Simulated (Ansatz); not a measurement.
Molecule: CH₇BO₂Si, net charge 0, singlet state. 
Structure (B3LYP-D3(BJ)/def2-TZVP (Ansatz, a first-principles code) minimum search):
```xyz
12

C      2.2095     0.4441     0.2792
Si     0.8303    -0.7765    -0.1387
B     -0.9884     0.1312    -0.0397
O     -1.1591     1.4534     0.2890
O     -2.1060    -0.5970    -0.3110
H      2.2182     1.2844    -0.4193
H      3.1894    -0.0333     0.2290
H      2.0909     0.8431     1.2897
H      1.0587    -1.3231    -1.5018
H      0.8865    -1.9198     0.8094
H     -0.3432     1.9271     0.4720
H     -2.9192    -0.0788    -0.2378
```

Computed values are from Ansatz. Valence correlation only, unless marked. UHF or UKS for open shells. No spin-orbit coupling. Non-relativistic. CBS(X,Y): correlation extrapolated as X^-3; Hartree-Fock from the larger set. [CCSD(T)-MP2]/basis is that difference in the basis named.

Question: What is the T1 diagnostic at CCSD/aug-cc-pV(Q+d)Z?

Answer: 0.013.

Question: What is the atomisation energy De at CCSD(T)/CBS(aug-cc-pV(T+d)Z,aug-cc-pV(Q+d)Z)?

Answer: 1094.7 kcal/mol.

Question: What is the total energy at CCSD(T)/CBS(aug-cc-pV(T+d)Z,aug-cc-pV(Q+d)Z)?

Answer: -506.5828 Eh.

Question: What is the vertical ionisation energy (to the doublet) at RI-MP2/CBS(aug-cc-pV(T+d)Z,aug-cc-pV(Q+d)Z)+[CCSD(T)-MP2]/aug-cc-pV(T+d)Z?

Answer: 10.47 eV.

Question: What is the dipole moment at CCSD(T)/aug-cc-pV(D+d)Z?

Answer: 1.89 D.
